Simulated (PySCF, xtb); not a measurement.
Ga(Me)2(NH3) (C₂H₉GaN), SMILES [NH3]->[Ga+]([CH3])[CH3] (connectivity only; charge and spin as stated), charge +1, multiplicity 1.

GFN2-xTB run with xtb at its own geometry gives an orbital gap of 3.85 eV.

Geometry: TPSSh-D3(BJ)/def2-SVP. The spin state was assumed, not searched. The isomer is the one that the SMILES or the coordinates give; other isomers of the formula were not compared.

Task: What does r2SCAN/def2-TZVP (PySCF) give? (Estimate from the structure and the level; the computed values follow.)

Result: gap 5.74 eV (levels -11.93 and -6.19 eV).
